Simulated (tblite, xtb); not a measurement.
C$_{7}$H$_{14}$O$_{2}$, singlet, geometry from GFN2-xTB. Base run: GFN1-xTB (xtb).

Input for xtb:
```
$ xtb mol.xyz --gfn 1 --json

# file mol.xyz
23

C     -2.32306507     1.07032538     0.64251596
C     -1.87487723    -0.27296795     0.07669076
C     -2.81350309    -0.78506212    -1.00575308
O     -0.57422581    -0.13343070    -0.52158094
C      0.48931414    -0.22974627     0.27670932
O      0.43289500    -0.45388328     1.45763924
C      1.76985051     0.01407387    -0.50313694
C      2.87628061    -0.90593006     0.00222098
C      2.14539462     1.48688387    -0.31345545
H     -3.31061176     0.97419666     1.08448448
H     -1.62655243     1.40050323     1.40949361
H     -2.35760894     1.81534470    -0.14937216
H     -1.79014912    -1.00256083     0.89268149
H     -3.80626094    -0.93500579    -0.59153717
H     -2.87058422    -0.06382614    -1.81697333
H     -2.45012757    -1.72851051    -1.40457970
H      1.56453539    -0.17302662    -1.56062558
H      2.63195870    -1.94634598    -0.19889738
H      2.99242536    -0.78273467     1.07611169
H      3.81783932    -0.66743740    -0.48622495
H      1.35374000     2.13485750    -0.68313021
H      3.06050425     1.71109865    -0.85653732
H      2.30517143     1.69649887     0.74189102
```

Programs used: tblite, xtb; a row that names a program was run with it.

The base run was repeated with changes; each row names its change, and settings that it needs were set with it.

| change | ΔE vs base (kcal/mol) | HOMO-LUMO gap (eV) | dipole (D) | G_solv (kcal/mol) | SCF cycles |
|---|---|---|---|---|---|
| base | 0.000 | 5.45 | 2.48 | - | 9 |
| acc = 0.0001 | 0.000 | 5.45 | 2.48 | - | 16 |
| etemp = 1000 | 0.000 | 5.45 | 2.48 | - | 9 |
| etemp = 5000 | -0.090 | 5.45 | 2.48 | - | 9 |
| program = tblite; method = gfn1; option = --spin-polarized | 0.000 | - | - | - | - |
| alpb = ether | -7.93 | 5.41 | 2.69 | -8.19 | 9 |
| etemp = 3000 | -0.001 | 5.45 | 2.48 | - | 9 |
| program = tblite; method = gfn1; option = (--guess, eeq) | 0.000 | - | - | - | - |
| program = tblite; method = gfn1; option = (--alpb, water) | ? | - | - | - | - |
| alpb = ch2cl2 | -8.74 | 5.41 | 2.76 | -9.13 | 9 |
| alpb = acetone | -8.38 | 5.41 | 2.73 | -8.72 | 10 |
| etemp = 10000 | ? | ? | ? | - | 9 |

Q: Some entries are withheld; supply them.

A: 
- program = tblite; method = gfn1; option = (--alpb, water), ΔE vs base (kcal/mol): -3.72
- etemp = 10000, ΔE vs base (kcal/mol): -6.15
- etemp = 10000, HOMO-LUMO gap (eV): 5.54
- etemp = 10000, dipole (D): 2.59

ALPB and GBSA are two models with their own fitted parameters for each solvent, which aren't always the measured dielectric constant.
